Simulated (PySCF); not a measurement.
PySCF 2.14 output of an unrestricted wB97X calculation on a single atom or ion in aug-cc-pVTZ-DK (8s7p5d3f2g, 93 functions), with scalar relativity by spin-free X2C-1e:

```
SCF conv_tol = 1e-09
number electrons alpha = 15  beta = 12
    J.-D. Chai and M. Head-Gordon.,  J. Chem. Phys. 128, 084106 (2008)
cycle= 1 E= -1272.64377198341  delta_E= -0.0247  |g|= 0.103  |ddm|= 1.28
cycle= 2 E= -1272.64395977613  delta_E= -0.000188  |g|= 0.163  |ddm|= 0.634
cycle= 3 E= -1272.64967219032  delta_E= -0.00571  |g|= 0.0192  |ddm|= 0.196
cycle= 4 E= -1272.65068233506  delta_E= -0.00101  |g|= 0.00888  |ddm|= 0.295
cycle= 5 E= -1272.65082246948  delta_E= -0.00014  |g|= 0.00295  |ddm|= 0.0978
cycle= 6 E= -1272.65084715744  delta_E= -2.47e-05  |g|= 0.00046  |ddm|= 0.0525
cycle= 7 E= -1272.6508483402  delta_E= -1.18e-06  |g|= 0.00021  |ddm|= 0.00891
cycle= 8 E= -1272.65084844097  delta_E= -1.01e-07  |g|= 2.55e-05  |ddm|= 0.00142
cycle= 9 E= -1272.6508484443  delta_E= -3.33e-09  |g|= 1.23e-05  |ddm|= 0.000736
cycle= 10 E= -1272.65084844451  delta_E= -2.11e-10  |g|= 1.24e-06  |ddm|= 0.000229
converged SCF energy = -1272.65084844451  <S^2> = 3.7676795  2S+1 = 4.00883
```

The run itself started from symmetry-adapted Hartree-Fock orbitals and held the occupation by maximum overlap, on a logarithmic radial grid, so the iterations belong to that start.

**Question.** Which element, charge and spin multiplicity is this?

**Answer.** Fe- (iron, charge -1), multiplicity 4; the state was [Ar] 3d7 4s2, high-spin 4F determinant.
